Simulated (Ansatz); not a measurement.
Ideal-gas functions of FGaGeH4 (`[F][GeH2][GaH2]`) at 600 K and 1 bar, from an Ansatz frequency run at PBE0-D4/def2-TZVP.

Molar mass 165.36 g/mol, point group Cs (symmetry number 1), electronic degeneracy 1, moments of inertia 45.368, 294.161, 333.221 u Å². Harmonic wavenumbers (cm⁻¹, unscaled): 86, 120, 247, 324, 396, 575, 668, 670, 729, 774, 865, 1964, 1986, 2117, 2125.

Use S(trans) = R[1.5 ln M + 2.5 ln T − 1.1517]; rotational temperatures θ = 24.2544 K / I; S(rot) = R[ln(√π/σ · √(T³/θAθBθC)) + 1.5]; for each mode x = 1.438777 ν̃/T, S = R[x/(eˣ − 1) − ln(1 − e⁻ˣ)] and H = RT x/(eˣ − 1); 1 cm⁻¹ = 0.0119627 kJ/mol; R = 8.31446 J/(mol·K).

By hand: the entropy, in J/(mol·K).

Translation 187.1. Rotation: θ = 0.5346, 0.0825, 0.0728 K, giving 120.9. Vibration, mode by mode: 21.46, 18.70, 12.79, 10.62, 9.05, 6.27, 5.23, 5.21, 4.65, 4.27, 3.59, 0.43, 0.41, 0.32, 0.31, in all 103.3. Electronic 0.0. Sum 411.3 J/(mol·K).

By hand: H − E and G − E in kJ/mol, counted from the electronic energy.

Zero-point energy ½ × 13646 × 0.0119627 = 81.6; thermal vibration 30.9; translation, rotation and pV give 4 RT = 20.0. H − E = 132.5 kJ/mol, and G − E = 132.5 − 600 × 411.3/1000 = -114.3 kJ/mol.

Vibration gives 25 % of the entropy, 40.2 J/(mol·K) of it from the modes under 150 cm⁻¹: soft modes count most, and the harmonic formula is weakest for them.
